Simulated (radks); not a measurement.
Q: The mean radii <r> (bohr) of the occupied orbitals of an atom or ion are listed with their occupations. Calculated with a radial shooting solver on a logarithmic mesh with Libxc functionals: non-relativistic Kohn-Sham, TPSS, spin-polarised, spherical densities, point nucleus; meta-GGA in the generalised Kohn-Sham scheme.

orbital  occ.      <r>
1s up       1  0.04243
1s down     1  0.04243
2s up       1   0.1875
2s down     1   0.1873
2p up       3   0.1617
2p down     3   0.1615
3s up       1   0.5200
3s down     1   0.5218
3p up       3   0.5170
3p down     3   0.5193
3d up       5   0.4948
3d down     2   0.4988

Name the element and its charge. Open shells, if any, are filled with parallel spins first.

A: Z = 36, krypton, charge +11: Kr11+ in [Ar] 3d7. The 1s radius gives Z: for a bare nucleus <r> = 1.5/Z, 0.04167 bohr for Z = 36, and screening makes it slightly larger (0.04243 here). The occupations add up to 25, and the charge is Z minus that.
